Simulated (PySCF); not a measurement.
Isomers of C6H15BN2, from PBE0-D3(BJ)/def2-SVP geometry optimisation, gas phase (PySCF). One conformer each, no zero-point energy, no frequencies.

Question: Which is lowest in electronic energy at this level?
A. `[H]/[N:9]=[CH:8]/[C@H:7]1[N+:2]([CH3:1])([CH3:3])[BH2-:4][CH2:5][CH2:6]1` with C6–C7–C8–N9 -140°, C1–N2–B4–C5 -159°, N2–B4–C5–C6 23°, B4–C5–C6–C7 2°, C5–C6–C7–C8 -155°: A = 2254, B = 1450, C = 1128 MHz, dipole 4.84 D
B. `[CH3:1][NH2+:2][B@-:3]([CH3:4])([C:5]#[N:6])[CH:7]([CH3:8])[CH3:9]` with C1–N2–B3–C4 60°, N2–B3–C7–C8 -68°: A = 1727, B = 1250, C = 1061 MHz, dipole 6.41 D
C. `[CH3:1][CH:2]([CH3:3])[N:4]([BH:5][NH2:6])[CH:7]1[CH2:8][CH2:9]1` with C1–C2–N4–B5 -60°, C2–N4–B5–N6 -169°, C2–N4–C7–C8 -62°: A = 1956, B = 1297, C = 974.4 MHz, dipole 1.29 D

Answer: C. That is `CC(C)N(BN)C1CC1`, 11.1 kcal/mol below the next.

```tsv
SMILES	mapped SMILES	E (Eh)	relative (kcal/mol)	relative (kJ/mol)	dipole (D)
CC(C)N(BN)C1CC1	[CH3:1][CH:2]([CH3:3])[N:4]([BH:5][NH2:6])[CH:7]1[CH2:8][CH2:9]1	-371.37413	0.0	0.0	1.29
C[NH2+][B@-](C)(C#N)C(C)C	[CH3:1][NH2+:2][B@-:3]([CH3:4])([C:5]#[N:6])[CH:7]([CH3:8])[CH3:9]	-371.35638	11.1	46.6	6.41
[H]/N=C/[C@@H]1CC[BH2-][N+]1(C)C	[H]/[N:9]=[CH:8]/[C@H:7]1[N+:2]([CH3:1])([CH3:3])[BH2-:4][CH2:5][CH2:6]1	-371.30158	45.5	190.5	4.84
```

As drawn, the lowest has a three-membered ring, which the highest lacks.
